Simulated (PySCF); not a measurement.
prop-2-enoxyboronic acid (C3H7BO3), SMILES OB(OCC=C)O. The structure is a stationary point at B3LYP-D3(BJ)/def2-SVP. One conformer was computed; it need not be the lowest.

Computed equilibrium geometry at B3LYP-D3(BJ)/def2-SVP (PySCF confirms it by a frequency run) as Cartesian coordinates in Å (one conformer of several):
```xyz
14

C      3.0102    -0.0682     0.4499
C      1.6971    -0.2940     0.5244
C      0.8333    -0.6707    -0.6447
O     -0.2144     0.2705    -0.8549
B     -1.3424     0.2572    -0.0885
O     -2.3087     1.2038    -0.2922
O     -1.5114    -0.6945     0.8786
H      3.6010     0.1848     1.3346
H      3.5478    -0.1335    -0.5023
H      1.1766    -0.2234     1.4868
H      0.4020    -1.6739    -0.4779
H      1.4324    -0.7038    -1.5680
H     -2.0600     1.8173    -0.9948
H     -2.3550    -0.5940     1.3352
```
Charge 0, spin multiplicity 1.
